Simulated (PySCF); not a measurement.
VF₃, SMILES [F][V]([F])[F] (connectivity only; charge and spin as stated), neutral, multiplicity 3. Geometry: PBE0-D3(BJ)/def2-SVP. The spin state was assumed, not searched.

The numbers are results of PBE0-D3(BJ)/def2-SVP in PySCF, not measurements.

Harmonic wavenumbers (cm⁻¹): 105, 133, 195, 697, 719, 826. Rotational constants (GHz): 6.525, 5.452, 2.970; symmetry number 2.

**Question.** Work out the zero-point energy and the ideal-gas rigid-rotor harmonic-oscillator thermochemistry at 298.15 K and 1 atm.

**Answer.** ZPE = ½ Σ hcν = ½ × 2676 cm⁻¹ = 3.83 kcal/mol. H − E(el) = 7.61 kcal/mol. Entropy in cal/(mol K): translation 39.95, rotation 24.15, vibration 9.21, spin 2.18, total 75.48. G − E(el) = -14.89 kcal/mol. Cp = 15.90 cal/(mol K). Modes under 150 cm⁻¹ make the vibrational entropy uncertain.
